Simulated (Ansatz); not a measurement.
ClFH₄Si₃ (`F[Si@H]1[SiH2][Si@@H]1Cl`) at its PBE0-D4/def2-TZVP geometry, where that method's forces vanish. Charge 0, multiplicity 1.

```json
{"atom": "F1", "x (Å)": "0.481", "y (Å)": "-1.732", "z (Å)": "2.120"}
{"atom": "Si2", "x (Å)": "0.076", "y (Å)": "-0.433", "z (Å)": "1.281"}
{"atom": "Si3", "x (Å)": "1.117", "y (Å)": "0.605", "z (Å)": "-0.527"}
{"atom": "Si4", "x (Å)": "-1.074", "y (Å)": "-0.266", "z (Å)": "-0.685"}
{"atom": "Cl5", "x (Å)": "-2.874", "y (Å)": "0.674", "z (Å)": "-0.981"}
{"atom": "H6", "x (Å)": "-0.302", "y (Å)": "0.665", "z (Å)": "2.208"}
{"atom": "H7", "x (Å)": "1.529", "y (Å)": "2.018", "z (Å)": "-0.330"}
{"atom": "H8", "x (Å)": "2.003", "y (Å)": "-0.097", "z (Å)": "-1.491"}
{"atom": "H9", "x (Å)": "-0.955", "y (Å)": "-1.434", "z (Å)": "-1.595"}
```

Problem. For each bond, give half the difference of the two atoms' forces along it (eV/Å; positive pushes the atoms apart) under PBE-D4, r2SCAN-D4, B3LYP-D4, ωB97M-V in def2-TZVPP. (An estimate is asked.)

Solution. Computed: 
```
   bond  length (Å)  PBE-D4  r2SCAN-D4  B3LYP-D4  ωB97M-V
 F1–Si2       1.599    0.54       0.07      0.20     0.19
Si2–Si3       2.331   -0.14       0.00      0.09    -0.01
Si2–Si4       2.284   -0.20      -0.03      0.00    -0.08
 Si2–H6       1.485    0.05      -0.03     -0.14    -0.16
Si3–Si4       2.363   -0.01       0.01      0.09     0.02
 Si3–H7       1.485    0.08      -0.01     -0.11    -0.12
 Si3–H8       1.485    0.09      -0.02     -0.11    -0.12
Si4–Cl5       2.052    0.19       0.08      0.21     0.11
 Si4–H9       1.485    0.10      -0.02     -0.16    -0.15
```

B3LYP here is the variant with VWN-RPA as its local correlation; programs differ in this.
